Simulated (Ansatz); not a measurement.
Basis sets compared for the cluster AlSi6. Charge 0, multiplicity 2. Geometry B3LYP-D4/def2-SVP. Ansatz on 4 threads of Intel Xeon on a shared host; times are rough, and most runs start from earlier orbitals.

```xyz
7

Al    0.832   -1.608    0.835
Si    1.115   -0.427    2.975
Si    0.182    0.797    1.416
Si   -1.328    1.592   -2.385
Si    0.335   -2.313   -1.443
Si   -0.778    2.049   -0.200
Si   -0.358   -0.090   -1.198
```

Another isomer (doublet) lies 1.37 eV lower at PBE0-D4/def2-TZVP; other spin states weren't run for this one.

Binding counts from free atoms (Al doublet, Si triplet) in the same basis, without a counterpoise term.

| level | functions | energy (Eh) | HOMO (eV) | LUMO (eV) | binding per atom (eV) | wall time |
| --- | --- | --- | --- | --- | --- | --- |
| PBE-D4/def2-SVP | 126 | -1977.7080 | -5.44 | -4.72 | 3.19 | 9.1 s |
| PBE0-D4/def2-SVP | 126 | -1977.8578 | -6.23 | -4.04 | 3.04 | 14 s |

Task: Estimate the rows for PBE-D4/def2-TZVP (with forces), PBE0-D4/def2-TZVP.

Result: 
```
                         level  functions  energy (Eh)  HOMO (eV)  LUMO (eV)  binding per atom (eV)  wall time
PBE-D4/def2-TZVP (with forces)        259   -1978.3951      -5.38      -4.62                   3.23       21 s
             PBE0-D4/def2-TZVP        259   -1978.5397      -6.12      -3.89                   3.09       65 s
```
